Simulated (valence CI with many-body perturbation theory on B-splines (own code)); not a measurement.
# W XLIV: fill in the table

Level of theory: valence CI with perturbative core correlation (CI+MBPT): three valence electrons over a frozen Dirac-Fock core [Ar] 3d10, radial functions for each j: 11 s, 11 p, 9 d, 7 f, 5 g, 2 h, 1 i, with the one-electron correlation potential Σ1, the two-electron term Σ2, the three-electron term Σ3, Breit, model QED; selected CI, second order for the rest (own B-spline code, finite nucleus).

The last digits are not significant, and no measured levels were compared; by estimate large intervals hold to a few tenths of a per cent, small ones and those within an open d or f shell to about a per cent.

| Level | E (cm⁻¹) |
| --- | --- |
| (4s^2 4p1/2) J=1/2 | 0 |
| (4s 4p1/2^2) J=1/2 | 780420 |
| (4s^2 4p3/2) J=3/2 | 791940 |
| (4s 4p1/2 4p3/2) J=3/2 [a] | ? |
| (4s 4p1/2 4p3/2) J=5/2 | ? |
| (4s 4p1/2 4p3/2) J=3/2 [b] | 1629700 |
| (4s 4p1/2 4p3/2) J=1/2 | ? |
| (4s^2 4d3/2) J=3/2 | 2087900 |
| (4s^2 4d5/2) J=5/2 | 2207300 |
| (4s 4p3/2^2) J=5/2 | 2347500 |
| (4p1/2^2 4p3/2) J=3/2 | ? |
| (4s 4p3/2^2) J=1/2 | 2441800 |
| (4s 4p3/2^2) J=3/2 | 2471400 |
| (4s 4p1/2 4d3/2) J=3/2 [a] | 2703000 |
| (4s 4p1/2 4d3/2) J=5/2 | ? |
| (4s 4p1/2 4d3/2) J=1/2 | 2865100 |
| (4s 4p1/2 4d3/2) J=3/2 [b] | 2873400 |
| (4s 4p1/2 4d5/2) J=5/2 [a] | 2934300 |
| (4s 4p1/2 4d5/2) J=7/2 | ? |
| (4s 4p1/2 4d5/2) J=3/2 | 3016500 |

Levels are named by their leading jj configuration (3d3/2^4 stands for four electrons in 3d with j = 3/2), which in mixed levels can hold well under half, so a name can repeat and another be missing. Letters in brackets count levels of one name in rising energy.

The levels stand in rising order. What does the calculation give for the missing energies?

(4s 4p1/2 4p3/2) J=3/2 [a] 1466500; (4s 4p1/2 4p3/2) J=5/2 1534000; (4s 4p1/2 4p3/2) J=1/2 1650100; (4p1/2^2 4p3/2) J=3/2 2412900; (4s 4p1/2 4d3/2) J=5/2 2759200; (4s 4p1/2 4d5/2) J=7/2 2976200.
